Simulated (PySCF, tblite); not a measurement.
Compound: C8H7F3O.
Geometry (GFN2-xTB, Å), atoms numbered from 1 in this order:
```xyz
19
C8H7F3O angstrom
F     -2.8653   -1.9010   -0.4752
C     -1.8836   -0.9834   -0.6657
C     -0.6906   -1.4094   -1.0984
C      0.3749   -0.4302   -1.4688
C      0.7651    0.2387   -0.1839
O      2.0408   -0.0995    0.2240
C      2.3640    0.0496    1.5266
F      2.7490    1.3196    1.8119
F      3.4267   -0.7228    1.7841
C     -0.0445    1.0866    0.4698
C     -1.4253    1.2972    0.1397
C     -2.2655    0.3642   -0.3550
H     -0.5027   -2.4666   -1.2021
H     -0.0114    0.3157   -2.1673
H      1.2410   -0.9261   -1.8992
H      1.5485   -0.2132    2.2286
H      0.3299    1.6613    1.3053
H     -1.8375    2.2514    0.4369
H     -3.3233    0.5770   -0.4186
```

The calculation used PBE0/pcSseg-1 in PySCF (dipole) on a GFN2-xTB geometry, gas phase.

Masses are those of the commonest isotopes; rigid-rotor values at the optimised geometry. The values belong to one conformer with, in the numbering `[F:1][C:2]1=[CH:3][CH2:4][C:5]([O:6][CH:7]([F:8])[F:9])=[CH:10][CH:11]=[CH:12]1`, C4–C5–O6–C7 -158°, C5–O6–C7–F8 -84°, C2–C3–C4–C5 67°, C3–C4–C5–O6 111°, C5–C10–C11–C12 33°, F1–C2–C12–C11 147°.

Task: What are A, B and C (MHz)?

Result: Ia = 255.72, Ib = 1030.02, Ic = 1134.96 u·Å²; 505379 MHz·u·Å²/I gives A = 1976, B = 490.6, C = 445.3 MHz.

Task: Classify the top.

Result: A near-prolate asymmetric top; Ray's κ = -0.941.

Task: What does the inertial defect say?

Result: Not planar: Δ = Ic − Ia − Ib = -150.78 u·Å². For a rigid frame Δ = −2 Σ m c², so Σ m c² = 75.39 u·Å² lies off the ab plane: 10.79 from hydrogen and 64.60 from heavier atoms. The atom farthest from that plane is 2.18 Å away.

Task: Give the other two planar moments, Paa and Pbb, and the rms extents of the mass along the axes.

Result: Paa = Σ m a² = (Ib + Ic − Ia)/2 = 954.63 and Pbb = Σ m b² = (Ia + Ic − Ib)/2 = 180.33 u·Å². With the mass M = 176.04 u, the rms extents √(P/M) along a, b and c are 2.33, 1.01, 0.65 Å.

Task: Where do the levels up to J = 4 lie, in K?

Result: Above 0(0,0), as E/k:
J = 1: 1(0,1) 0.045, 1(1,1) 0.116, 1(1,0) 0.118
J = 2: 2(0,2) 0.135, 2(1,2) 0.204, 2(1,1) 0.210, 2(2,1) 0.424, 2(2,0) 0.424
J = 3: 3(0,3) 0.269, 3(1,3) 0.335, 3(1,2) 0.348, 3(2,2) 0.559, 3(2,1) 0.559, 3(3,1) 0.921, 3(3,0) 0.921
J = 4: 4(0,4) 0.448, 4(1,4) 0.511, 4(1,3) 0.532, 4(2,3) 0.739, 4(2,2) 0.739, 4(3,2) 1.101, 4(3,1) 1.101, 4(4,1) 1.607, 4(4,0) 1.607

Task: Predict some low-J microwave lines.

Result: The dipole components are |μa| = 0.92 D, |μb| = 1.00 D, |μc| = 0.20 D. Intensities carry the squares of the components, which stand as 0.86 : 1.00 : 0.04 (a : b : c). Some lines, for components of 0.1 D or more:

| type | branch | J(Ka,Kc) | MHz | lower level (cm⁻¹) |
| --- | --- | --- | --- | --- |
| b | R | 2(0,2) ← 1(1,1) | 385 | 0.081 |
| a | Q | 4(1,3) ← 4(1,4) | 454 | 0.355 |
| a | R | 1(0,1) ← 0(0,0) | 936 | 0.000 |
| c | Q | 3(1,3) ← 3(0,3) | 1377 | 0.187 |
| c | Q | 1(1,1) ← 1(0,1) | 1486 | 0.031 |
| b | Q | 1(1,0) ← 1(0,1) | 1531 | 0.031 |
| a | R | 2(1,2) ← 1(1,1) | 1826 | 0.081 |
| a | R | 2(0,2) ← 1(0,1) | 1871 | 0.031 |
| a | R | 4(1,4) ← 3(1,3) | 3651 | 0.233 |
| a | R | 4(3,1) ← 3(3,0) | 3746 | 0.640 |
| a | R | 4(1,3) ← 3(1,2) | 3832 | 0.242 |
| c | Q | 2(2,1) ← 2(1,1) | 4457 | 0.146 |
| a | R | 5(4,2) ← 4(4,1) | 4682 | 1.117 |
| a | R | 5(3,3) ← 4(3,2) | 4683 | 0.765 |
| c | R | 4(1,3) ← 3(0,3) | 5481 | 0.187 |
| b | R | 5(1,5) ← 4(0,4) | 5856 | 0.312 |
| b | R | 2(2,0) ← 1(1,1) | 6420 | 0.081 |
| b | R | 3(2,1) ← 2(1,2) | 7406 | 0.142 |
| c | Q | 5(3,3) ← 5(2,3) | 7515 | 0.671 |
| b | Q | 5(3,2) ← 5(2,3) | 7515 | 0.671 |
| b | Q | 3(3,0) ← 3(2,1) | 7537 | 0.389 |
| b | Q | 4(3,2) ← 4(2,3) | 7545 | 0.513 |
| b | R | 4(2,3) ← 3(1,2) | 8132 | 0.242 |
| c | R | 4(4,0) ← 3(3,0) | 14302 | 0.640 |
| b | R | 4(4,0) ← 3(3,1) | 14302 | 0.640 |
| b | R | 5(5,1) ← 4(4,0) | 18255 | 1.117 |
| c | R | 5(5,0) ← 4(4,0) | 18255 | 1.117 |

Its GFN2-xTB frequencies are all real (lowest 43 cm⁻¹). Constants of a rigid frame at the computed geometry: no zero-point averaging, no centrifugal distortion.
